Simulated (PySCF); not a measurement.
# Computed spin Hamiltonian

Compound: C₅H₄ClF₂ (doublet state).
Z-matrix (Å and degrees, GFN2-xTB geometry), rows numbered from 1:
```
C 
C   1  1.4521
C   2  1.3328  1  152.30
C   2  1.4499  1  144.94  3   174.84
C   4  1.4044  2  140.10  3   128.62
F   5  1.3344  4  116.41  2  -160.08
F   5  1.3363  4  115.89  2    71.92
Cl  5  2.0197  4  109.43  2   -43.66
H   1  1.0877  2  111.39  3     8.53
H   1  1.0911  2  108.62  3  -112.43
H   1  1.0901  2  109.85  3   130.65
H   3  1.0614  2  151.56  4  -176.50
```

The hyperfine couplings belong to this conformer and change with its torsions.

The species is `C[C]1C=C1C(F)(F)Cl` [radical].

Method used: PySCF, UKS B3LYP, pcH-1 on C Cl F H, non-relativistic, mean-field spin-orbit, GIAO. One conformer (not necessarily the lowest) at the GFN2-xTB geometry, without solvent, vibrations or thermal averaging. A GFN2-xTB geometry isn't a minimum of the functional, and hyperfine couplings can be far from their values at a DFT geometry. No stability test was run, so a lower SCF solution isn't excluded.

```json
{
  "g1, g2, g3": "2.00212, 2.00811, 2.01124",
  "g_iso": "2.00716",
  "Form of g": "rhombic: the two nearest values differ by 34 % of g3 − g1",
  "⟨S²⟩": "0.7549 (exact 0.7500)",
  "α and β electrons": "35, 34",
  "HOMO–LUMO gap, α and β orbitals": "4.03, 5.04 eV"
}
```

Hyperfine couplings atom by atom, in MHz; T1 to T3 are the principal values of the dipolar part:

```
atom  isotope  a_iso  of which spin–orbit     T1     T2     T3  Mulliken spin population
  C1      13C   -3.8                  0.0   -0.6   -0.3    0.9                     -0.01
  C2      13C   -4.4                  0.0  -10.5   -4.9   15.3                      0.05
  C3      13C    5.4                  0.0  -16.4  -12.2   28.6                      0.15
  C4      13C  163.3                 -0.1  -52.5  -49.2  101.6                      0.59
  C5      13C   94.8                  0.1  -13.8   -8.1   21.9                      0.02
  F6      19F   19.0                 -0.1  -22.6  -12.8   35.4                      0.00
  F7      19F   25.6                 -0.1  -23.9  -13.9   37.8                      0.00
 Cl8     35Cl   31.5                  1.4  -34.4  -33.7   68.0                      0.19
  H9       1H   -1.8                  0.0   -1.7   -1.4    3.1                      0.00
 H10       1H    7.3                  0.0   -1.7   -1.6    3.3                      0.00
 H11       1H   13.1                  0.0   -1.8   -1.7    3.5                      0.01
 H12       1H  -15.6                  0.0   -8.8   -1.3   10.1                     -0.01
```

Largest spin populations (Mulliken): C4 (+0.59), Cl8 (+0.19) and C3 (+0.15). The angles at C4 add up to 335.2°, so it is pyramidal.

The SMILES `C[C]1C=C1C(F)(F)Cl` draws the unpaired electron on C2, whose computed spin population is only +0.05.

Axes: g3 points within 12° of the C2–C3 bond.

Under fast tumbling the dipolar parts average out, and these isotropic splittings remain: 1 × 35Cl (Cl8, I = 3/2, 4 lines) with 1.12 mT, 2 × 19F (F6/F7, I = 1/2, 3 lines) with 0.79 mT, 1 × 1H (H12, I = 1/2, 2 lines) with 0.56 mT and 3 × 1H (H9/H10/H11, I = 1/2, 4 lines) with 0.22 mT.

Means are taken over nuclei equivalent by connectivity, which assumes that they swap fast. The three 1H nuclei of mean +6.2 MHz run from -1.8 to 13.1 MHz in the frozen geometry. The 19F value of +22.3 MHz is a mean of couplings from 19.0 to 25.6 MHz in this one geometry, not an average over conformers.

Main isotope only: 35Cl (natural samples also hold 24 % 37Cl, magnetic too, which adds its own pattern).

The 13C coupling of C4 (163.3 MHz) shows only in satellite lines or after enrichment, since that isotope makes up about 1.07 % of natural carbon.

Examples of negative spin density at the nucleus (bohr⁻³): C2 (-0.0039), H12 (-0.0035) and C1 (-0.0033).

The run took 67 s (grids of density and orbitals included) on Arm Neoverse V1, one thread, shared host with 32 logical CPUs at a one-minute load of 13, and the process peaked at 0.88 GiB of memory.
